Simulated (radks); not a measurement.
Isoelectronic series with 25 electrons, all held in the configuration [Ar] 3d7, which need not be the ground one along the series. All-electron calculation, scalar-relativistic Kohn-Sham, r2SCAN, spin-polarised, spherical densities, finite nucleus; open shells are filled with parallel spins first (spin-orbit coupling, left out, can overturn this in heavy ions); meta-GGA in the generalised Kohn-Sham scheme; Fermi nuclear charge, rms radius of each element as measured or else 0.836 A^(1/3) + 0.57 fm. Program: a radial shooting solver on a logarithmic mesh with Libxc functionals. Total energies (hartree) and orbital eigenvalues (hartree) (* marks an orbital that is empty in some or all of the ions):

ion    E (hartree)     4s up*    3d down      3d up    3p down      3p up
Zr15+  -3499.61102  -12.16219  -20.11621  -20.49566  -25.39992  -25.72239
Nb16+  -3704.34195  -13.51550  -22.40962  -22.80599  -27.94708  -28.28114
Mo17+  -3915.28873  -14.93636  -24.81649  -25.22974  -30.61110  -30.95670
Tc18+  -4132.48441  -16.42496  -27.33667  -27.76675  -33.39208  -33.74919
Ru19+  -4355.95653  -17.98149  -29.97005  -30.41692  -36.29017  -36.65876
Rh20+  -4585.74134  -19.60619  -32.71654  -33.18016  -39.30555  -39.68561
Pd21+  -4821.87025  -21.29932  -35.57606  -36.05640  -42.43842  -42.82994
Ag22+  -5064.38022  -23.06116  -38.54858  -39.04562  -45.68903  -46.09201
Cd23+  -5313.30434  -24.89200  -41.63408  -42.14779  -49.05765  -49.47209
In24+  -5568.68549  -26.79218  -44.83254  -45.36290  -52.54455  -52.97045
Sn25+  -5830.55836  -28.76203  -48.14398  -48.69097  -56.15004  -56.58740
Sb26+  -6098.96543  -30.80192  -51.56842  -52.13201  -59.87445  -60.32329
Te27+  -6373.94533  -32.91222  -55.10588  -55.68607  -63.71811  -64.17845
I28+   -6655.54832  -35.09336  -58.75640  -59.35317  -67.68140  -68.15324
Xe29+  -6943.81241  -37.34574  -62.52005  -63.13339  -71.76468  -72.24804
Cs30+   -7238.7881  -39.66980  -66.39687  -67.02677  -75.96834  -76.46325
Ba31+   -7540.5196  -42.06601  -70.38694  -71.03338  -80.29279  -80.79927
La32+   -7849.0602  -44.53485  -74.49033  -75.15331  -84.73846  -85.25653
Ce33+   -8164.4584  -47.07682  -78.70713  -79.38664  -89.30578  -89.83547
